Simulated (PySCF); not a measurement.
The same groups moved round the core (silole formyl+trifluoromethyl). Isolated molecules, 0 K electronic values unless said otherwise. One relaxed conformer stands for each flexible species; it need not be the lowest. Strings in code marks are SMILES.

The numbers are results of B3LYP-D3(BJ)/def2-TZVP // B3LYP-D3(BJ)/def2-SVP in PySCF, not measurements. All candidates: neutral, multiplicity 1. B3LYP has the VWN-RPA correlation part, as in Gaussian. Excitations are Tamm–Dancoff values on a coarser integration grid. The basis has no diffuse functions, so Rydberg states are missing or too high.

```
Property              Result
-------------------  -------
HOMO–LUMO gap        4.16 eV
T1 excitation (TDA)  2.27 eV
S1 excitation (TDA)  2.95 eV
```

**Question.** Identify which member has these values.
A) `O=CC1=C[SiH2]C=C1C(F)(F)F` (O–C–C–C torsion 0°)
B) `O=CC1=CC=C(C(F)(F)F)[SiH2]1` (O–C–C–Si torsion 180°)
C) `O=CC1=C[SiH2]C(C(F)(F)F)=C1` (O–C–C–C torsion 180°)
D) `O=CC1=CC(C(F)(F)F)=C[SiH2]1` (O–C–C–Si torsion 0°)

**Answer.** B, `O=CC1=CC=C(C(F)(F)F)[SiH2]1` (O–C–C–Si torsion 180°). The others give `O=CC1=C[SiH2]C(C(F)(F)F)=C1` (O–C–C–C torsion 180°): 4.52 eV, 2.55 eV, 3.30 eV; `O=CC1=C[SiH2]C=C1C(F)(F)F` (O–C–C–C torsion 0°): 4.39 eV, 2.40 eV, 3.16 eV; `O=CC1=CC(C(F)(F)F)=C[SiH2]1` (O–C–C–Si torsion 0°): 4.33 eV, 2.47 eV, 3.14 eV
